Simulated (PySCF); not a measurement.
Molecules (atom-mapped SMILES):
1. `[NH2:1][CH2:2]/[CH:3]=[C:4](/[F:5])[C:6]([F:7])([F:8])[F:9]`

Couplings at B3LYP/pcJ-1, PySCF, geometries GFN2-xTB, gas phase, one conformer each, non-relativistic.

**Question.** List the couplings to 19F of 5 Hz or more (2 Hz over four bonds), one row for each set of pairs made equivalent by symmetry, fast rotation or ring inversion, averaged. Isotopes: 13C, 19F, 1H; all four Ramsey terms are included.

**Answer.** 
| molecule | pair | bonds | J (Hz) |
| --- | --- | --- | --- |
| 1 | C6, F7 | 1 | -341.5 |
| 1 | C4, F5 | 1 | -335.3 |
| 1 | F7, F8 | 2 | 78.2 |
| 1 | C4, F7 | 2 | 38.9 |
| 1 | F5, C6 | 2 | 38.0 |
| 1 | C3, F5 | 2 | 15.2 |
| 1 | F5, H(C3) | 3 | 15.7 |
| 1 | F5, F7 | 3 | -8.4 |
| 1 | F5, H(C2) | 4 | 4.9 |

One-bond C–F values run tens of Hz too large at this level.
